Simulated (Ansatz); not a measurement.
Bond stretch in SMILES [CH3][Al]([CH3])[O][Si](O)(O)O. The Al1–O10 bond (Al1 also carries C, C; O10 carries Si) is pulled apart rigidly from the PBE0/def2-SVP optimised geometry.

Methods: UKS-PBE0 = unrestricted PBE0/def2-SVP in Ansatz (a quantum-chemistry and plane-wave program); RKS-PBE0 = restricted PBE0/def2-SVP (Ansatz); UKS-PBE = unrestricted PBE/def2-SVP in Ansatz; RKS-PBE = restricted PBE/def2-SVP run with Ansatz.

Scanned distances (Å): 1.42, 1.51, 1.62, 1.67, 1.73, 1.76, 1.83, 1.93, 2.11, 2.26, 2.54, 2.86, 3.18, 3.67, 4.28, 5.05.

Q: Where does the unrestricted solution first break spin symmetry (<S²> of 0.01 or more)?

A: UKS-PBE0: between 2.86 and 3.18 Å; UKS-PBE: between 3.18 and 3.67 Å.

| R / Å | <S²> UKS-PBE0 | E(RKS-PBE0) − E(UKS-PBE0) / kJ/mol | <S²> UKS-PBE | E(RKS-PBE) − E(UKS-PBE) / kJ/mol |
|---|---|---|---|---|
| 1.42 | 0.00 | 0.0 | 0.00 | 0.0 |
| 1.51 | 0.00 | 0.0 | 0.00 | 0.0 |
| 1.62 | 0.00 | 0.0 | 0.00 | 0.0 |
| 1.67 | 0.00 | 0.0 | 0.00 | 0.0 |
| 1.73 | 0.00 | 0.0 | 0.00 | 0.0 |
| 1.76 | 0.00 | 0.0 | 0.00 | 0.0 |
| 1.83 | 0.00 | 0.0 | 0.00 | 0.0 |
| 1.93 | 0.00 | 0.0 | 0.00 | 0.0 |
| 2.11 | 0.00 | 0.0 | 0.00 | 0.0 |
| 2.26 | 0.00 | 0.0 | 0.00 | 0.0 |
| 2.54 | 0.00 | 0.0 | 0.00 | 0.0 |
| 2.86 | 0.00 | 0.0 | 0.00 | 0.0 |
| 3.18 | 0.04 | 0.1 | 0.00 | 0.0 |
| 3.67 | 0.47 | 18.1 | 0.36 | 7.6 |
| 4.28 | 0.67 | 47.0 | 0.56 | 22.1 |
| 5.05 | 0.79 | 72.8 | 0.66 | 34.0 |
